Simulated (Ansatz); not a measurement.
A series at Sn: from `[Cl][Sn]([Cl])([Cl])[Br]`, ligands are replaced one by one, each step taking up H₂ and setting free HCl; n counts the steps. Ansatz, PBE0-D4/def2-TZVP geometries.

CBS adds triple-zeta CCSD(T) − MP2 to the MP2 limit, frozen cores; atoms without spin–orbit coupling. Elements past krypton have def2 core potentials. Outer-core shells of Br, Sn are correlated without core-valence functions. Scalar relativity is left out up to krypton. Spin–orbit coupling is left out.

```tsv
n	molecule	atomization energy, CCSD(T)/CBS (kJ/mol)
0	`[Cl][Sn]([Cl])([Cl])[Br]`	1307.4
1	`[Cl][SnH]([Cl])[Br]`	1257.1
2	`[Cl][SnH2][Br]`	1198.3
3	`[Br][SnH3]`	?
```

**Question.** By hand: fit a straight line y = ȳ + b (n − n̄) to the 3 given rows and predict n = 3.

**Answer.** n̄ = 1.000, ȳ = 1254.27; Σ(n − n̄)(y − ȳ) = -109.10, Σ(n − n̄)² = 2.000, so b = -54.55 kJ/mol a step. Prediction: 1254.27 + (-54.55) × (2.000) = 1145.2 kJ/mol.

**Question.** By hand: compare with the computed value, 1134.6 kJ/mol, and give the steps along the whole series.

**Answer.** The line misses by -10.6 kJ/mol (computed minus predicted). Steps: -50.3, -58.8, -63.7 kJ/mol.

The steps grow at each stage, from -50.3 to -63.7 kJ/mol, so the series is curved and an end member is harder to predict than an inner one. The miss is 6.1 % of the series' range. The energies themselves are unsure by some kJ/mol a bond, though much of that is common to the series.
